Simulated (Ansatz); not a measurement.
`C[SiH2][S][Ti]([Cl])([Cl])[Cl]` + H–F → `C[SiH2]F` + `[SH][Ti]([Cl])([Cl])[Cl]`  (ligand exchange at the Si–S bond)

Computed with Ansatz on PBE0-D4/def2-TZVP structures; ΔE is electronic, products minus reactants. CBS: MP2 limit from def2 TZ/QZ plus the TZ coupled-cluster correction, frozen cores. This one scheme is used for every species. DFT in def2-TZVPP. For Ti outer-core shells are correlated without core-valence functions, which leaves a few kJ/mol of doubt a bond. Scalar relativity is left out up to krypton. One conformer a species, not always the lowest.

`C[SiH2][S][Ti]([Cl])([Cl])[Cl]`:

```xyz
12

C     1.690   -0.304   -0.215
Si    0.382    0.184   -1.443
S    -1.597   -0.532   -0.921
Ti   -1.784    0.034    1.226
Cl   -0.699   -1.394    2.466
Cl   -0.916    2.014    1.485
Cl   -3.902   -0.001    1.687
H     1.564    0.211    0.738
H     2.670   -0.036   -0.621
H     1.673   -1.380   -0.035
H     0.628   -0.452   -2.762
H     0.290    1.656   -1.606
```

H–F:

Cartesian coordinates in Å:
```
F -0.119 0.402 -0.190
H 0.119 -0.402 0.190
```

`C[SiH2]F`:

Z-matrix (Å, degrees):
```
C
Si 1 1.853
H 1 1.094 2 110.1
H 1 1.092 2 111.0 3 -119.6
H 1 1.092 2 111.1 3 119.7
F 2 1.604 1 109.4 3 179.8
H 2 1.485 1 111.5 3 61.3
H 2 1.485 1 111.5 3 -61.7
```

`[SH][Ti]([Cl])([Cl])[Cl]`:

Z-matrix (Å, degrees):
```
Ti
Cl 1 2.162
Cl 1 2.173 2 112.3
S 1 2.254 2 104.5 3 118.3
Cl 1 2.173 2 112.4 3 -123.4
H 4 1.350 1 90.3 2 179.5
```

```csv
level,ΔE (kJ/mol)
revPBE-D4,-38.9
PBE0-D4,-45.5
r2SCANh-D4,-57.9
r2SCANh,-62.7
HF/def2-TZVPP,-94.8
MP2/def2-QZVPP,-41.5
SCS-MP2/def2-QZVPP,-55.3
HF/CBS(def2),-97.7
```

What does CCSD(T)/CBS give? (Estimate.)

Ansatz gave: -49.5 kJ/mol. The listed levels differ from it by 10.6, 4.0, -8.4, -13.2, -45.3, 8.0, -5.8, -48.2 kJ/mol.

What do rigid-rotor, harmonic-oscillator terms from PBE0-D4/def2-TZVP frequencies (298.15 K, 1 bar) make of the CCSD(T)/CBS value? (Estimate.)

Ansatz gave: ΔZPE = -2.5 kJ/mol, ΔH = -55.5 kJ/mol, ΔS = 33 J/(mol·K), ΔG = -65.2 kJ/mol. Modes under 50 cm⁻¹ make the entropy rough.

Largest T1 diagnostic among the species: 0.026, so the coupled-cluster value is less sure than usual.

At CCSD(T), def2-SVP lies +3.4 kJ/mol from the extrapolated value and def2-TZVPP −4.6 kJ/mol. Leaving LDA and LC-ωPBE aside and taking each functional with its dispersion term where it has one, the values, not all of them listed here, spread over 30.3 kJ/mol, from CAM-B3LYP-D4 to revPBE-D4. LDA lies +9.7 kJ/mol from PBE without D4. In def2-TZVPP, CCSD(T) changes the Hartree–Fock value by +40.7 kJ/mol (the triples alone add +8.9 kJ/mol) and MP2 by +51.6 kJ/mol.
